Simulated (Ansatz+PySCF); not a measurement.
A calculation with PySCF 2.14.0.

```python
from pyscf import gto, dft

mol = gto.M(atom="""
H 2.351810 0.000000 0.000000
H 1.662980 1.662980 0.000000
H 0.000000 2.351810 0.000000
H -1.662980 1.662980 0.000000
H -2.351810 0.000000 0.000000
H -1.662980 -1.662980 0.000000
H 0.000000 -2.351810 0.000000
H 1.662980 -1.662980 0.000000
""", basis='cc-pvdz', charge=0, spin=0)
mf = dft.RKS(mol, xc='wb97x')
mf.kernel()
print(mf.converged, mf.e_tot, mf.spin_square()[0])
```

The script is written out from the run's settings.

The run gave:

* Converged: yes
* Total energy: -4.01813 hartree
* Spin squared of the determinant: 0.000
* Cycles: 6

This is not the lowest solution: another run reaches a determinant 0.80 eV lower. Caution: an unrestricted determinant lies well below.
